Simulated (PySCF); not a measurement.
# Electric field gradients and quadrupole coupling constants

Species: C5H5O2 (charge -1).
Structure used (GFN2-xTB), in Å, numbered top down from 1:
```xyz
12
C5H5O2 angstrom
C      1.9725    0.2288   -0.0381
C      0.9109   -0.5589   -0.1600
C     -0.4807   -0.1570   -0.0150
C     -1.4368   -1.0739   -0.1694
C     -0.9322    1.3175    0.3186
O     -0.0446    2.1707    0.4616
O     -2.1587    1.4714    0.4046
H      2.9808   -0.1447   -0.1609
H      1.8364    1.2716    0.1895
H      1.0539   -1.6185   -0.3914
H     -2.4720   -0.7933   -0.0654
H     -1.2283   -2.1143   -0.4003
```

Field gradients from the PBE0/pcSseg-1 density (PySCF, non-relativistic), principal values in atomic units, ordered |Vxx| ≤ |Vyy| ≤ |Vzz|:

| atom | Vxx | Vyy | Vzz |
| --- | --- | --- | --- |
| O6 | 0.4496 | 0.9851 | -1.4348 |
| O7 | 0.4054 | 0.9560 | -1.3614 |

Q: Find the asymmetry η = (Vxx − Vyy)/Vzz and the couplings χ = eQV/h (234.96 MHz × Q in barn × V in au), with Q(17O) = −0.0256 b.

A: 
```
atom         environment  nucleus     η  χzz (MHz)  χxx (MHz)  χyy (MHz)
  O6  carboxylate oxygen      17O  0.37       8.63      -2.70      -5.93
  O7  carboxylate oxygen      17O  0.40       8.19      -2.44      -5.75
```

The tensor is traceless: Vxx + Vyy + Vzz = 0.

Q: What is Vzz at O6 in SI units (1 au = 9.71736 × 10²¹ V/m²)?

A: -1.4348 au = -13.942 × 10²¹ V/m².

Q: And the gradient at the other heavy atoms, for which no coupling is worked out here?

A: 
```tsv
atom	environment	Vzz (au)	η
C1	terminal =CH2 carbon	0.332	0.58
C2	alkene CH carbon	0.318	0.71
C3	fully substituted alkene carbon	0.403	0.43
C4	terminal =CH2 carbon	0.299	0.64
C5	carboxylate carbon	0.361	0.64
```

Q: What couplings would deuterons (Q(2H) = 0.00286 b) have in place of the hydrogens, at this geometry?

A: 
| atom | bonded to | bond length (Å) | Vzz (au) | η | χzz (kHz) |
| --- | --- | --- | --- | --- | --- |
| H8 | C1 | 1.082 | 0.3358 | 0.04 | 226 |
| H9 | C1 | 1.076 | 0.3214 | 0.01 | 216 |
| H10 | C2 | 1.094 | 0.3081 | 0.06 | 207 |
| H11 | C4 | 1.078 | 0.3348 | 0.00 | 225 |
| H12 | C4 | 1.086 | 0.3283 | 0.05 | 221 |

Isolated species at its GFN2-xTB geometry (one conformer only). The pcSseg-1 basis has no diffuse functions, a weakness for an anion. GFN2-xTB bond lengths can be off by several hundredths of an ångström, more for odd bonds, and the gradients follow them. With a basis this small, the couplings can be 20 % off.
